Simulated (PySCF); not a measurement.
Input of a run (PBE0-D3(BJ)/def2-SVP geometry optimisation, gas phase (PySCF 2.14.0)), started from GFN2-xTB:
```
{"job": {"xc": "PBE0", "basis": "def2-SVP", "d3": "d3bj", "grid": 1, "maxiter": 40, "shake": 0.03, "kind": "geom"}, "charge": 0, "multiplicity": 1}
Ge    -0.679160    -0.074280    -0.511970
Ge    -0.913570    -0.027850     1.844820
H     -0.397780    -1.265430     2.448670
H     -2.202850     0.096200     2.352200
H     -0.159360     1.092830     2.469510
Ge     1.438720     0.026850    -1.462890
H      2.270520    -1.225630    -1.128880
H      2.342500     1.170110    -0.988630
H      1.466010     0.129160    -2.894060
H     -1.527100     1.171820    -1.038650
H     -1.539880    -1.179280    -1.059220
```

Output (energies in Eh, forces in Eh/bohr):
```
step   0  E = -6234.22490431  max force = 0.067131
step   1  E = -6234.24807050  max force = 0.013058
step   2  E = -6234.24945314  max force = 0.006251
step   3  E = -6234.24985341  max force = 0.001027
step   4  E = -6234.24989611  max force = 0.000844
step   5  E = -6234.24993926  max force = 0.000418
step   6  E = -6234.24994287  max force = 0.000180
optimisation converged
```

Task: Summarise the run.

Result: The energy falls by 0.681 eV over 7 energy and gradient evaluations, the largest force component goes from 0.0671 to 1.8e-04 Eh/bohr, and the atoms move by 0.139 Å rms after alignment. The bond that changes most is Ge2–H4 (ends: germanium bonded to Ge and 3 H; hydrogen on germanium), which lengthens by 0.149 Å. Bonds longer at the end by more than 0.005 Å: 8 of 10; shorter: 1. Among the angles that change most is H10–Ge1–H11, from 98.6° to 108.0°. The energy never rose by more than 1e-6 Eh on the way. The first step brought 93 % of the lowering.

Task: What are the final bond lengths?

Result: Ge1–Ge2 2.424 Å, Ge1–Ge6 2.422 Å, Ge1–H10 1.543 Å, Ge1–H11 1.542 Å, Ge2–H3 1.540 Å, Ge2–H4 1.540 Å, Ge2–H5 1.540 Å, Ge6–H7 1.540 Å, Ge6–H8 1.540 Å, Ge6–H9 1.540 Å. Numbering counts from 1 in the input's order; the species is Ge(GeH3)2H2, `[H][Ge]([H])([GeH3])[GeH3]`.

The run used 136 basis functions and 41 SCF cycles in all. Hardware: one thread, Arm Neoverse V2 (aarch64), shared host. Cost: 69 s wall, 0.56 GiB resident at most.

Not checked by PBE0-D3(BJ)/def2-SVP frequencies.
